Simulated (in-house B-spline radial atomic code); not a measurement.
Excitations of S⁶⁺ by several methods

Full response, energies in eV; labels give the largest channel, * marks a mixed state, a dash one above the method's threshold, and an imaginary frequency an unstable closed-shell reference. Computed with an all-electron radial atomic-structure program (B-spline basis): linear response of the closed shell [He] 2s2 2p6 with each method's own kernel (bare exchange for TDHF, static screening on G0W0 levels for BSE, the adiabatic kernel for functionals); scalar-relativistic (spin-free one-electron X2C), finite nucleus, no spin-orbit coupling, no double excitations, S, P, D and F terms only. Only terms of natural parity with L up to 3 were computed.

```
           method  2p → 3s 3P  2p → 3s 1P  2p → 3p 3S  α (bohr³)
             TDHF           ?           ?           ?          ?
   BSE on G0W0@HF      170.61      172.16      182.06    0.07179
         LDA VWN5      163.37      164.56      175.32    0.07494
              PBE      162.41      163.74      174.56    0.07476
             PBE0      165.08      166.47      177.02    0.07398
  B3LYP (VWN-RPA)      162.76      164.45      174.75    0.07418
        CAM-B3LYP      162.35      164.03      174.34    0.07423
          LC-wPBE      161.81      163.12      174.06    0.07484
            wB97X      166.09      167.29      177.75    0.07382
            HSE06      165.03      166.43      177.01    0.07403
        BHandHLYP      165.06      166.96      176.76    0.07335
             BLYP      160.15      161.89      172.27     0.0748
           PBEsol      162.68      163.99      174.70    0.07484
             BP86           ?           ?           ?          ?
LDA exchange-only      161.91      163.30      173.48    0.07535
            B97-1      164.95      166.24      176.99    0.07402
             RPBE      161.97      163.29      174.24    0.07477
             OLYP      159.94      161.64      172.27     0.0743
```

(1) What does TDHF give?

(2) What does BP86 give?

Results:

(1) 2p → 3s 3P: 171.62; 2p → 3s 1P: 173.28; 2p → 3p 3S: 182.52; α: 0.07206 (eV, bohr³).

(2) 2p → 3s 3P: 163.51; 2p → 3s 1P: 164.72; 2p → 3p 3S: 175.67; α: 0.07456 (eV, bohr³).
